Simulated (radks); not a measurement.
Q: Ionisation of the neon ion Ne+, [He] 2s2 2p5, to [He] 2s2 2p4 as the strength of local exchange is varied. Calculated with a radial shooting solver on a logarithmic mesh with Libxc functionals: scalar-relativistic Kohn-Sham, Slater X-alpha exchange (alpha = 2/3 is LDA exchange), no correlation, spin-unpolarised, spherical densities, finite nucleus; Fermi nuclear charge, rms radius 3.0055 fm.

alpha  E(Ne+) (hartree)  exchange (hartree)  IE (eV)  -e of the level emptied (eV)  <r> of it (bohr)
0.589        -125.64962            -9.15190   39.694                   28.962 (2p)            0.9026
0.624        -126.19448            -9.73074   40.577                   29.766 (2p)            0.8961
0.645        -126.52233           -10.07991   41.112                   30.253 (2p)            0.8922
0.667        -126.86656           -10.44722   41.675                   30.767 (2p)            0.8882
0.758        -128.29863           -11.98292   44.046                   32.938 (2p)            0.8722
1.046        -132.91807           -17.01643   51.973                   40.263 (2p)            0.8262
x            -126.58486           -10.14658   41.214                   30.346 (2p)            0.8915

Which alpha was used in the last row?

A: alpha = 0.649. NIST Atomic Spectra Database: 40.963 eV (measured). The Delta-SCF value meets it near alpha = 0.64. Spin polarisation and multiplet splitting are left out, so open shells lie too high by an amount that depends on their filling.

Beside tabulated values, note that spin-unpolarised runs miss the spin-polarisation part of the exchange energy of open shells.
